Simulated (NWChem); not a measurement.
# CH₆FNSi₂; SMILES F[SiH2]/N=C\[SiH3]

```xyz
11

F      1.3630     1.4697     0.0006
Si    -0.2555     1.6831    -0.0040
N     -1.1991     0.2495    -0.0006
C     -1.0943    -1.0109     0.0017
Si     0.5033    -2.0701     0.0053
H     -0.5973     2.4184    -1.2471
H     -0.6027     2.4284     1.2316
H     -2.0414    -1.5978     0.0019
H      0.4784    -2.9416     1.2202
H      0.4776    -2.9510    -1.2027
H      1.7080    -1.1970     0.0016
```
Atoms are numbered in this order, from 1.

Coordinates come from a PBE0/def2-SVP optimisation.

Task: Give the principal values of the shielding tensors (ppm) of F1, Si2, N3, C4, Si5 from BHandHLYP/pcSseg-1, GIAO (NWChem), with their diamagnetic and paramagnetic parts as GIAO splits them.

Result: 
```tsv
atom	σ11	σ22	σ33	isotropic	diamagnetic	paramagnetic
F1	285.0	358.5	401.6	348.3	474.3	-126.0
Si2	377.2	386.0	425.3	396.1	878.5	-482.4
N3	-767.0	-186.3	218.5	-244.9	330.3	-575.3
C4	-156.7	-50.2	134.1	-24.3	255.7	-280.0
Si5	385.6	439.5	464.8	429.9	879.0	-449.0
```
